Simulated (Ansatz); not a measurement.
```yaml
crystal:
  periodic: [false, false, false]
  atoms:
    - {symbol: O, position_ang: [-1.596943, 1.260124, 0.019799]}
    - {symbol: Ge, position_ang: [0.068096, 0.725572, 0.342687]}
    - {symbol: O, position_ang: [0.114250, -1.094376, 0.777067]}
    - {symbol: Al, position_ang: [1.126406, -1.139753, -0.591896]}
    - {symbol: Xx, position_ang: [-1.991131, 0.812488, -0.731987]}
    - {symbol: H, position_ang: [0.428750, 1.590668, 1.563913]}
    - {symbol: H, position_ang: [1.911873, -2.222823, -1.425383]}
basis:
  gaussian: {orbitals: def2-TZVPD}
magnetization: {spin_polarized: true, initial_magnetization: 0}
hamiltonian: {xc: {name: r2SCANh}, dispersion: d3bjatm}
output: {forces: true}
```

```sh
$ ansatz run in.yaml --threads 2 --pin off --events-out ev --progress --plain --max-ram 4352MiB
```

Task: How does Ansatz answer? (Estimate.)

Result: Ansatz gave: The input was rejected before any iteration.
```
Error: YAML parse error: error: line 8 column 16: `Xx` is not an element symbol (H … Og, case-exact)
 6 |     - {symbol: O, position_ang: [0.114250, -1.094376, 0.777067]}
 7 |     - {symbol: Al, position_ang: [1.126406, -1.139753, -0.591896]}
 8 |     - {symbol: Xx, position_ang: [-1.991131, 0.812488, -0.731987]}
 9 |     - {symbol: H, position_ang: [0.428750, 1.590668, 1.563913]}
10 |     - {symbol: H, position_ang: [1.911873, -2.222823, -1.425383]}
```
